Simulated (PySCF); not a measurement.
Computed IR spectrum (relative IR intensity) of a molecule C5H5N. Geometry: PBE-D3(BJ)/def2-SVP. Other conformers were not sampled. Computed with PBE-D3(BJ)/def2-SVP in PySCF 2.14.0. Harmonic, unscaled wavenumbers; measured fundamentals usually lie a few per cent lower.

ν (cm⁻¹): 173 (w), 221 (w), 289 (w), 301 (w), 498 (vw), 570 (m), 578 (m), 585 (w), 600 (w), 667 (w), 672 (vs), 752 (vw), 857 (m), 1275 (m), 1303 (w), 1426 (w), 1557 (m), 1996 (w), 2149 (w), 3009 (w), 3081 (vw), 3408 (m), 3452 (w), 3562 (w) (against the strongest line: vs over 80 %, s over 45 %, m over 15 %, w over 4 %, vw less)

Task: Identify the compound among the candidates.
(A) C#CC(N)=C=C
(B) C#C[C@@H](C)C#N
(C) CC#CCC#N
(D) CC=C=CC#N

Result: A, C#CC(N)=C=C
